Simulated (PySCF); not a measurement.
# SI⁺: script and output

The script input.py:

```python
from pyscf import gto, scf, mp

mol = gto.M(
    atom='S 0 0 0; I 0 0 2.395',
    basis='jorge-dzp-dkh',
    charge=1,
    spin=2,
    symmetry=True,
    verbose=3,
)
mf = scf.UHF(mol)
mf = mf.sfx2c1e()
mf.kernel()
mp.MP2(mf).kernel()
mf.dip_moment()
print('orbital energies (hartree):', [e[max(0, n-3):n+3].round(4) for e, n in zip(mf.mo_energy, mol.nelec)])
```

```bash
$ OMP_NUM_THREADS=1 python input.py
```

It prints:

```
converged SCF energy = -7505.39249565655  <S^2> = 2.0351655  2S+1 = 3.0233528
E(UMP2) = -7506.12202046207  E_corr = -0.729524805516349
E(SCS-UMP2) = -7506.0570435156  E_corr = -0.66454785904636
Dipole moment(X, Y, Z, Debye):  0.00000,  0.00000,  5.10250
orbital energies (hartree): [array([-0.7666, -0.6225, -0.6225, -0.2389,  0.0837,  0.121 ]), array([-0.7274, -0.6265, -0.6265, -0.2717, -0.2717, -0.2111])]
```

In short: E(SCF) = -7505.392496 Eh, E(MP2) − E(SCF) = -0.72952 Eh, ⟨S²⟩ = 2.035.

Run time: 2.5 s on 1 thread of Arm Neoverse V2 (shared host), peak memory 0.22 GiB.

The bond length is a typed value, not an optimised one. The dipole of an ion depends on the origin. No search for the lowest solution was made.
